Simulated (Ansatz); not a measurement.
`S[Si@@H]1O[C@H]1Br` + H₂ → `S[SiH]1CO1` + HBr at 600 K and 1 bar (hydrogenolysis of a C–Br bond).

Gas-phase electronic energies from Ansatz, PBE0-D4/def2-TZVP geometries. CCSD(T)/CBS adds triple-zeta CCSD(T) − MP2 to the extrapolated MP2 energy (def2 sets, frozen cores). This one scheme is used for every species. For Br outer-core shells are correlated without core-valence functions, which leaves a few kJ/mol of doubt a bond. Scalar relativity is left out up to krypton. One conformer a species, not always the lowest.

```
             species  CCSD(T)/CBS energy (Eh)  H − E (kJ/mol)  S (J/(mol·K))
`S[Si@@H]1O[C@H]1Br`              -3375.21260           160.3          440.5
                  H₂                 -1.17544            43.9          150.8
        `S[SiH]1CO1`               -802.49340           177.8          386.5
                 HBr              -2573.91920            33.5          219.1
```

H − E and S are ideal-gas, rigid-rotor, harmonic terms from PBE0-D4/def2-TZVP, for one conformer and one mirror image of each species. For small species the MP2-based limit differs from directly extrapolated CCSD(T) by up to some mEh (0.8 for H₂); such offsets cancel only in part. 1 Eh = 2625.50 kJ/mol, R = 8.31446 J/(mol·K).

**Question.** By hand: ΔE, ΔH, ΔS and ΔG.

**Answer.** ΔE = (-802.49340) + (-2573.91920) − (-3375.21260) − (-1.17544) = -0.02456 Eh = -64.5 kJ/mol. Δ(H − E) = 177.8 + 33.5 − 160.3 − 43.9 = 7.1, so ΔH = -57.4 kJ/mol. ΔS = 386.5 + 219.1 − 440.5 − 150.8 = 14.3 J/(mol·K). ΔG = -57.4 − 600 × (14.3)/1000 = -66.0 kJ/mol.

**Question.** By hand: the equilibrium constant, and the temperature at which ΔG would vanish if ΔH and ΔS stayed fixed.

**Answer.** log₁₀ K = −ΔG/(RT ln 10) = 5.7. ΔH and −TΔS have one sign here, so there is no such temperature.

The number of gas molecules stays the same, so ΔS is small and ΔH decides. A doubt of 5 kJ/mol in ΔE shifts log₁₀ K by 0.4 here. Other conformers and mirror images would add mixing entropy, several J/(mol·K) or more a flexible species. These are equilibria of isolated gas molecules and say nothing of rates. Largest T1 diagnostic: 0.013 (customary marks: 0.02 for closed shells, 0.045 for open ones).
